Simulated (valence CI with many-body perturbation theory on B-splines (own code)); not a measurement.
## Pb17+: E2, M1 decay

Level of theory: relativistic CI+MBPT: five valence electrons over a frozen Dirac-Fock core [Kr] 4d10 4f14, a basis of 11 s, 11 p, 10 d, 8 f, 5 g, 2 h functions for each j, with the one-electron correlation potential Σ1, the two-electron term Σ2, the three-electron term Σ3, Breit, model QED; selected CI, second order for the rest, scaled by the run's own slope (own B-spline code, finite nucleus).

No measured spectrum was set against this ion. As an estimate, levels hold to about 250 cm⁻¹ or 0.2 % of their energy and the worst to 1 %, as in measured heavy ions of charge 2 to 7. The list stops below the first excitations out of the core. Only levels of the ground parity were solved; by the run's estimate the other parity begins above the list, which can be wrong where configurations are misplaced.

Lines 1 to 6 of 6 in falling wavelength, among levels below 425070 cm⁻¹, chosen from the decays that carry over 1 % of a level's rate. Wavelengths and rates use the calculated energies, so an error of 500 cm⁻¹ moves a line at 476.9 Å by 0.24 % and its rate by three times that or more. Electric multipoles are in the length gauge with retardation, E1 and E2 with the static RPA response of the core. M1 uses the relativistic operator with retardation. S is in atomic units (e²a₀⁴ for E2 and M2, e²a₀⁶ for E3), for M1 in squared Bohr magnetons. Weak lines are less certain than strong ones. Lines between different terms over intervals too small for the method are left out, as are lines whose strength nearly cancels.

Levels are named by their leading jj configuration (3d3/2^4 stands for four electrons in 3d with j = 3/2), which in mixed levels can hold well under half, so a name can repeat and another be missing.

| λ vac (Å) | Upper | Lower | Type | A (s⁻¹) | S (a.u.) |
| --- | --- | --- | --- | --- | --- |
| 476.9 | (5s^2 5p1/2 5p3/2^2) J=3/2 | (5s^2 5p1/2^2 5p3/2) J=3/2 | M1 | 1.82e+05 | 2.92e+00 |
| 476.9 | (5s^2 5p1/2 5p3/2^2) J=3/2 | (5s^2 5p1/2^2 5p3/2) J=3/2 | E2 | 2.40e+03 | 2.11e-01 |
| 434.3 | (5s^2 5p1/2 5p3/2^2) J=5/2 | (5s^2 5p1/2^2 5p3/2) J=3/2 | M1 | 3.28e+04 | 5.98e-01 |
| 434.3 | (5s^2 5p1/2 5p3/2^2) J=5/2 | (5s^2 5p1/2^2 5p3/2) J=3/2 | E2 | 1.08e+04 | 8.97e-01 |
| 390.0 | (5s^2 5p1/2 5p3/2^2) J=1/2 | (5s^2 5p1/2^2 5p3/2) J=3/2 | M1 | 1.33e+05 | 5.85e-01 |
| 390.0 | (5s^2 5p1/2 5p3/2^2) J=1/2 | (5s^2 5p1/2^2 5p3/2) J=3/2 | E2 | 1.29e+04 | 2.07e-01 |
